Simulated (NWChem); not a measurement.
Molecule: CH3GeI, singlet; SMILES [I][Ge][CH3]

Low-valent species are run as closed-shell singlets; no triplet was tried in these runs. def2 effective core potentials on I; no spin-orbit coupling.

### Question
Give the equilibrium geometry at PBE-D3(BJ)/def2-SVP with def2 effective core potentials on I (NWChem) as a Z-matrix, with the point group.

### Answer
point group Cs; any orientation.
```
C
H 1 1.1091
H 1 1.1102 2 109.30
H 1 1.1104 2 109.33 3 -116.91
Ge 1 2.0107 2 110.32 3 121.53
I 5 2.5933 1 97.29 2 179.93
```
